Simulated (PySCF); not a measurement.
3-methylthiophene (C₅H₆S), SMILES Cc1ccsc1.

Coordinates come from a PBE0-D3(BJ)/def2-SVP optimisation.

All values below come from ωB97X/def2-TZVP in PySCF.

Computed frontier levels, gap, dipole moment and polarisability:
The highest occupied level comes out as -8.88 eV. The lowest empty level is 1.79 eV and the orbital gap comes out as 10.67 eV. The dipole moment is 0.92 D, the quadrupole, principal values (traceless, Buckingham form, about the centre of nuclear charge) comes out as -6.76, 0.66, 6.11 D·Å and the mean static polarisability is 72.1 bohr³ (10.69 Å³). The polarisability, principal values comes out as 47.3, 76.4, 92.6 bohr³.
